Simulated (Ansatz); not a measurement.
## Molecular dynamics of AlF2H5OSi

The input (input.yaml):

```yaml
crystal:
  periodic: [false, false, false]
  atoms:
    - { symbol: Al, position_ang: [0.675456, -1.018858, -0.251184] }
    - { symbol: O, position_ang: [0.858255, 0.138009, -1.632883] }
    - { symbol: F, position_ang: [-0.337118, -2.281288, -0.620323] }
    - { symbol: F, position_ang: [2.036835, -1.252465, 0.662061] }
    - { symbol: H, position_ang: [0.107975, 0.642199, -0.721236] }
    - { symbol: Si, position_ang: [-0.73383, 0.82643, 0.956006] }
    - { symbol: H, position_ang: [0.423536, -0.008929, -2.484532] }
    - { symbol: H, position_ang: [-0.863945, -0.231728, 2.01621] }
    - { symbol: H, position_ang: [-0.051918, 2.006232, 1.562003] }
    - { symbol: H, position_ang: [-2.115444, 1.180497, 0.513775] }
basis:
  gaussian: { orbitals: def2-SVP }
hamiltonian:
  xc: pbe0
  dispersion: d4
md:
  timestep: 0.5
  n_steps: 200
  ensemble: nve
  temperature: 100.0
  initial_velocities: maxwell_boltzmann
  seed: 4519
```

Launched with:

```bash
$ ansatz run input.yaml --threads 2 --pin off --max-ram 3072MiB --backend cpu --events-out ev --progress --plain --runs-dir out
```

It starts at the highest image of a converged band, a first-order saddle point between two minima.

Output, in part (step lines, the closing report, with atoms numbered from 0):

```
md step     0: t =     0.00 fs  T =   100.0 K  F+E_penalty+E_count = -22016.31356356 eV  E_kin = 0.103408 eV  conserved = -22016.21015557 eV  (25 SCF iters)
md step     1: t =     0.50 fs  T =    97.8 K  F+E_penalty+E_count = -22016.31118914 eV  E_kin = 0.101091 eV  conserved = -22016.21009781 eV  (29 SCF iters)
md step     2: t =     1.00 fs  T =    91.8 K  F+E_penalty+E_count = -22016.30494060 eV  E_kin = 0.094968 eV  conserved = -22016.20997257 eV  (29 SCF iters)
md step     3: t =     1.50 fs  T =    84.0 K  F+E_penalty+E_count = -22016.29674240 eV  E_kin = 0.086913 eV  conserved = -22016.20982918 eV  (29 SCF iters)
md step     4: t =     2.00 fs  T =    76.5 K  F+E_penalty+E_count = -22016.28883202 eV  E_kin = 0.079119 eV  conserved = -22016.20971278 eV  (24 SCF iters)
md step     5: t =     2.50 fs  T =    71.0 K  F+E_penalty+E_count = -22016.28303495 eV  E_kin = 0.073381 eV  conserved = -22016.20965347 eV  (24 SCF iters)
md step     6: t =     3.00 fs  T =    68.3 K  F+E_penalty+E_count = -22016.28028835 eV  E_kin = 0.070630 eV  conserved = -22016.20965823 eV  (24 SCF iters)
md step     7: t =     3.50 fs  T =    68.5 K  F+E_penalty+E_count = -22016.28053027 eV  E_kin = 0.070820 eV  conserved = -22016.20971073 eV  (23 SCF iters)
[... lines left out ...]
Total energy: -22016.99215312 eV, -809.1095379738 hartree
Atom 0 at     1.056571    -1.303114    -0.805781 Å, force    -0.958025    -0.066112     0.716063 eV/Å
Atom 1 at     1.589380    -0.716343    -2.293218 Å, force     0.068926    -0.073659     0.376424 eV/Å
Atom 2 at    -0.423497    -2.111995    -0.619185 Å, force     1.159721     0.509229    -0.193237 eV/Å
Atom 3 at     1.882388    -0.955128     0.607460 Å, force    -0.242715    -0.248146    -0.717130 eV/Å
Atom 4 at    -0.961247     2.311757     0.648381 Å, force    -0.158549    -1.182318     0.972055 eV/Å
Atom 5 at    -1.295282     1.239926     1.795493 Å, force    -0.410787     1.078209    -1.794534 eV/Å
Atom 6 at     1.061021    -0.585999    -3.078670 Å, force    -0.063807    -0.078643    -0.124637 eV/Å
Atom 7 at    -0.855031    -0.126729     1.489246 Å, force     0.278979    -0.351609    -0.344295 eV/Å
Atom 8 at    -0.559302     1.673753     2.978977 Å, force    -0.065546     0.235046     0.668437 eV/Å
Atom 9 at    -2.808897     1.168863     1.792032 Å, force     0.391803     0.178005     0.440854 eV/Å
Dipole moment:    -0.069429     0.004582    -0.376349 e Å
```

The steps, from the saved trajectory:

```csv
time (fs),T (K),potential energy less start (eV),conserved less start (meV/atom)
0.0,100,0.000,0.00
3.0,68,0.033,0.05
6.0,91,0.010,0.05
9.0,170,-0.072,0.03
12.0,318,-0.225,0.01
15.0,375,-0.285,-0.03
18.0,428,-0.339,0.00
21.0,572,-0.489,-0.05
24.0,576,-0.491,0.06
27.0,776,-0.699,-0.03
30.0,811,-0.735,0.00
33.0,842,-0.768,0.00
36.0,911,-0.838,0.01
39.0,924,-0.852,0.04
42.0,1028,-0.960,-0.05
45.0,942,-0.871,0.02
48.0,894,-0.821,0.02
51.0,896,-0.823,-0.01
54.0,831,-0.756,0.04
57.0,904,-0.831,0.00
60.0,877,-0.803,0.01
63.0,824,-0.749,0.01
66.0,812,-0.737,-0.01
69.0,745,-0.667,0.07
72.0,858,-0.784,-0.02
75.0,853,-0.779,-0.03
78.0,793,-0.717,0.03
81.0,793,-0.717,-0.01
84.0,703,-0.624,0.05
87.0,810,-0.734,-0.01
90.0,845,-0.770,0.01
93.0,856,-0.781,0.02
96.0,888,-0.815,-0.04
99.0,756,-0.677,0.06
```

All steps were run. The conserved energy stayed within 0.093 meV per atom of its start (net change 0.043 meV per atom), so the integration is sound. The system heated up, since it started high on the potential surface and ran downhill. A run of 0.1 ps of so small a system gives no equilibrium averages. The orbitals stay closed-shell, which can raise the energy where a bond breaks towards radicals; this wasn't checked here.

The step under study would form Al1–Si6, O2–H5 and break Al1–O2, H5–Si6. These pairs go: Al1–Si6 2.62 → 4.33 Å, O2–H5 1.28 → 4.93 Å, Al1–O2 1.81 → 1.69 Å, H5–Si6 1.89 → 1.61 Å. In the last frame they stand as before the step (other bonds may differ from the relaxed reactants and products). Also parted: Al1–H5 1.82 → 4.39 Å. It ends as AlF2HO + H4Si. Pairs count as bonded within 1.25 times the sum of covalent radii (0.12 Å more for H–H).

Last frame:

```xyz
10
Properties=species:S:1:pos:R:3
Al 1.057 -1.303 -0.806
O 1.589 -0.716 -2.293
F -0.423 -2.112 -0.619
F 1.882 -0.955 0.608
H -0.961 2.312 0.648
Si -1.295 1.240 1.796
H 1.061 -0.586 -3.079
H -0.855 -0.127 1.489
H -0.559 1.674 2.979
H -2.809 1.169 1.792
```

Time of the run: 4.6 min on 2 threads of Intel(R) Xeon(R) 6975P-C (Granite Rapids), on a shared host, peak memory 0.25 GiB.
